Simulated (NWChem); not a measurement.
# AuH3O; SMILES [AuH]<-[OH2]

All runs: NWChem. Structure relaxed at the PBE0/def2-SVP level. No frequency run checked for a minimum. def2 effective core potentials on Au; no spin-orbit coupling.

Diagonal of the polarisability tensor at PBE0/def2-SVPD, static: 41.95, 52.70, 40.61 bohr³.

**Question.** Find the mean polarisability volume, the molar refraction, and the refractive index that an ideal gas of it would have at 273.15 K and 1 atm.

**Answer.** 
1. Mean: one third of the trace = 45.09 bohr³ × 0.14818 Å³/bohr³ = 6.68 Å³.
2. Molar refraction (Lorentz-Lorenz): (4π/3) N_A α = 16.9 cm³/mol.
3. Number density p/kT = 2.687 × 10⁻⁵ Å⁻³; n − 1 = 2π N α = 11.28 × 10⁻⁴.
4. These hold the electronic response alone: vibrational and orientational terms add to the static dielectric constant.
